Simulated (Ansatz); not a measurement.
C₂H₇InSi (`[InH2][CH]1C[SiH2]1`) at its PBE0-D4/def2-TZVP geometry, where that method's forces vanish. Total charge 0; spin multiplicity 1. In takes the def2 core potential.

```xyz
11

In    1.9825    0.5140    0.2525
C    -0.1293    0.6664    0.0976
C    -1.1101   -0.2809    0.8170
Si   -0.9452   -0.6129   -0.9853
H     2.6330   -0.9276    0.9477
H     2.9764    1.7618   -0.3985
H    -0.5021    1.6740   -0.0716
H    -2.0337    0.1678    1.1721
H    -0.6885   -0.9843    1.5290
H    -2.0231   -0.2009   -1.9085
H    -0.1598   -1.7775   -1.4520
```

What forces (eV/Å) does PBE-D4/def2-TZVPP give on these atoms in Ansatz? (Best estimate.)

The calculation gave: 
```
In1  0.108  0.011  0.009
C2   0.038  0.084  0.119
C3  -0.004  0.028  0.116
Si4 -0.048 -0.167 -0.264
H5   0.038 -0.113  0.050
H6   0.071  0.094 -0.057
H7  -0.056  0.201 -0.043
H8  -0.193  0.079  0.074
H9   0.073 -0.154  0.134
H10 -0.114  0.055 -0.095
H11  0.087 -0.120 -0.041
```
